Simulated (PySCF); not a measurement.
Al(CF3)(OH)2 (CH₂AlF₃O₂), SMILES F[C](F)([Al]([OH])[OH])F. Atoms are numbered in the order given.

```xyz
9

Al     0.3665     0.7826     0.5332
C     -0.3400    -0.7727    -0.5121
F     -1.6881    -0.8849    -0.3814
F      0.1806    -1.9625    -0.1370
F     -0.0933    -0.6470    -1.8407
O      1.3898     0.4236     1.8270
H      1.8384     0.9791     2.4677
O     -0.1596     2.2943    -0.0017
H      0.0025     3.1894     0.3018
```

Geometry optimised at B3LYP-D3(BJ)/def2-SVP. The structure was generated by enumeration; whether it is a known compound was not checked. One conformer was computed; it need not be the lowest.

Level of theory: B3LYP/def2-TZVP (PySCF).

ESP charges are fitted to the potential on shells at 1.4 to 2.0 van der Waals radii. Atomic charges (e):

```
atom  ESP fit  meta-Löwdin  Mulliken
----  -------  -----------  --------
Al1      0.98         1.15       [?]
C2       0.46         0.52      0.35
F3      -0.22        -0.28       [?]
F4      -0.22        -0.27       [?]
F5      -0.22        -0.28       [?]
O6      -0.83        -0.77     -0.53
H7       0.44         0.36       [?]
O8      -0.84        -0.77     -0.54
H9       0.45         0.36       [?]
```

Task: What belongs in the gaps? (The exact figures need the calculation; the answer reports its results.)

Result: 
- Al1, Mulliken: 0.66
- F3, Mulliken: -0.19
- F4, Mulliken: -0.18
- F5, Mulliken: -0.19
- H7, Mulliken: 0.32
- H9, Mulliken: 0.32
